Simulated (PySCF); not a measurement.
NMR data simulated for an unnamed compound:

$^{1}$H NMR (600 MHz, computed): δ 5.98 (m, 2H), 5.89 (m, 2H), 5.74 (m, 1H), 4.99 (m, 1H), 1.26 (m, 2H), 1.19 (m, 3H).

$^{13}$C{$^{1}$H} NMR (computed): δ 181.3 (C), 112.0 (CH2), 12.8 (CH3), 9.3 (CH2).

Non-relativistic, rapidly exchanging positions averaged, single conformer, isolated molecule. Shieldings: GIAO PBE0/pcSseg-1; coordinates at the GFN2-xTB level; PySCF.

Shifts are taken against calculated references (same method and geometry level): $^{1}$H (31.72 ppm), $^{13}$C (186.93 ppm) against TMS.

**Question.** Which of these does the molecule contain: an S-methyl group, a C≡C triple bond, a benzene ring, a CH3CH2 unit, a Si–H bond, a non-aromatic C=C double bond?

**Answer.** 
- An S-methyl group: no.
- A C≡C triple bond: no.
- A benzene ring: no.
- A CH3CH2 unit: yes (δC 12.8, 9.3; δH 1.19 (m), 1.26 (m)).
- A Si–H bond: yes (δH 5.98 (m), 5.89 (m)).
- A non-aromatic C=C double bond: yes.

The data belong to `InChI=1S/C4H11FOSi3/c1-3-9(4(2)5)7-6-8-9/h2-3,7-8H2,1H3`; they needn't prove each group on their own.

Carbon signals by region: 1 in the far downfield region (above 160 ppm), 1 in the sp2 and nitrile region (100–160 ppm), 2 below 50 ppm. Above 160 ppm: 181.3, fully substituted alkene carbon.

Splittings by $^{19}$F in the carbon and heteronuclear signals aren't shown, as no couplings were computed. Shifts are as computed. Against solution values, carbons near 30 ppm lie about +3 ppm off and those near 130 ppm about +5 ppm. Of 1211 compounds with measured shifts, 218 miss one by over three times the rms of a fit or turn the order of signals round; such compounds aren't used in these exercises. No couplings were computed; multiplicities are counted from neighbouring protons, with m where these are inequivalent, close in shift, in a saturated or five-membered ring or joined by F or P, and br s for small geminal =CH2 splittings.
